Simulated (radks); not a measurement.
Spin polarisation of the 4p4 shell in the bromine ion Br+. Start: [Ar] 3d10 4s2 4p(up 2, down 2); electrons of 4p are moved from spin down to spin up, other shells keep equal spins. Method: non-relativistic Kohn-Sham, LDA (Slater exchange, Perdew-Wang correlation), spin-polarised, spherical densities, point nucleus; computed with a radial shooting solver on a logarithmic mesh with Libxc functionals.

| moment (Bohr magnetons) | E - E(0) (eV) | e(4p up) (eV) | e(4p down) (eV) | 4s down minus up (eV) | 3d down minus up (eV) | 3p down minus up (eV) |
|---|---|---|---|---|---|---|
| 0 | 0.000 | -17.639 | -17.639 | 0.000 | 0.000 | 0.000 |
| 0.5 | -0.047 | -17.819 | -17.446 | 0.393 | 0.070 | 0.055 |
| 1 | -0.187 | -17.985 | -17.237 | 0.788 | 0.139 | 0.111 |
| 1.5 | -0.421 | -18.138 | -17.011 | 1.186 | 0.209 | 0.166 |
| 2 | -0.751 | -18.280 | -16.767 | 1.590 | 0.279 | 0.222 |

At moment 2 the spin-polarisation energy is -0.751 eV and the 4p exchange splitting 1.512 eV, that is 0.756 eV per Bohr magneton; E = -I m^2/4 would give I = 0.751 eV.
